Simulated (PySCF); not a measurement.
Correlation energy of S⁺ (sulfur, charge +1)

[Ne] 3s1 3p4, high-spin 4P determinant (an excited configuration). Computed with PySCF 2.14 in aug-cc-pVDZ-DK, with the spin-free X2C one-electron Hamiltonian (Gaussian nucleus). Frozen: [Ne]; 5 electrons correlated.

```tsv
level	correlation energy (mhartree)
CCSD	-106.77
(T)	-3.35
CCSD(T)	-110.12
CCSDT	-111.54
```

Diagnostics: T1 = 0.014, D1 = 0.0380, largest double amplitude 0.206.

**Question.** Is a single reference adequate?

**Answer.** Not fully. A double-excitation amplitude exceeds 0.15, a sign of near-degeneracy.
